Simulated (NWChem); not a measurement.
Molecule: GeIF, singlet; SMILES [F][Ge][I]

```xyz
3

Ge    -0.3970     1.3734     0.0000
F      1.2515     1.9628     0.0000
I      0.0430    -1.1514     0.0000
```
Atoms are numbered in this order, from 1.

Level: PBE0/def2-SVP with def2 effective core potentials on I (NWChem), optimised geometry, unscaled harmonic frequencies. Low-valent species are run as closed-shell singlets; no triplet was tried in these runs. def2 effective core potentials on I; no spin-orbit coupling.

Problem. List the harmonic frequencies with IR intensities, and the thermochemistry.

Solution. 
| frequency (cm⁻¹) | IR intensity (km/mol) |
|---|---|
| 157 | 0.5 |
| 247 | 49.1 |
| 692 | 94.0 |

| Item | Value |
|---|---|
| zero-point energy | 1.6 kcal/mol |
| thermal correction to the enthalpy at 298.15 K (with zero-point energy) | 4.7 kcal/mol |
| heat capacity Cv | 10.5 cal/(mol K) |
| entropy at 298.15 K and 1 atm (symmetry number 1) | 73.9 cal/(mol K) |

Rigid rotor and harmonic oscillator.
